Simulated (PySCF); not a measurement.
Molecule: `CC[Se]CC#N`, C$_{4}$H$_{7}$NSe.

Cartesian coordinates in Å; atom numbers follow the order of the lines, from 1:
```xyz
13

C    -1.5488    0.7126   -0.0390
C    -1.0155   -0.6315    0.4148
Se    0.0819   -1.5794   -0.8980
C     1.7597   -0.6106   -0.6112
C     1.7649    0.7501   -1.1133
N     1.7520    1.8418   -1.4996
H    -2.1583    0.6093   -0.9485
H    -2.1821    1.1528    0.7486
H    -0.7412    1.4247   -0.2592
H    -1.8331   -1.3402    0.6206
H    -0.4230   -0.5574    1.3400
H     1.9973   -0.6145    0.4632
H     2.5367   -1.1949   -1.1263
```

Geometry PBE0-D3(BJ)/def2-SVP throughout; GIAO in PySCF, gas phase, one conformer, non-relativistic; equivalent atoms averaged; basis pcSseg-1.

For orientation, B3LYP gives these absolute shieldings σ: C5 55.9, C2 142.8, C1 160.2, C4 161.9, Se3 1380.5, N6 -46.6, H12/H13 28.68, H10/H11 28.87, H7/H8/H9 29.65 ppm.

A run gave: C5 55.4, C2 135.9, C1 155.6, C4 156.0, Se3 1289.5, N6 -44.3, H12/H13 28.56, H10/H11 28.74, H7/H8/H9 29.62 ppm (absolute shieldings σ).

Task: Which functional was used in that run?
A. OPBE
B. KT2
C. BP86
D. BLYP

Result: D. Se3 tells them apart best: BLYP gives 1289.5, OPBE gives 1440.3, KT2 gives 1423.1, BP86 gives 1359.8 ppm.
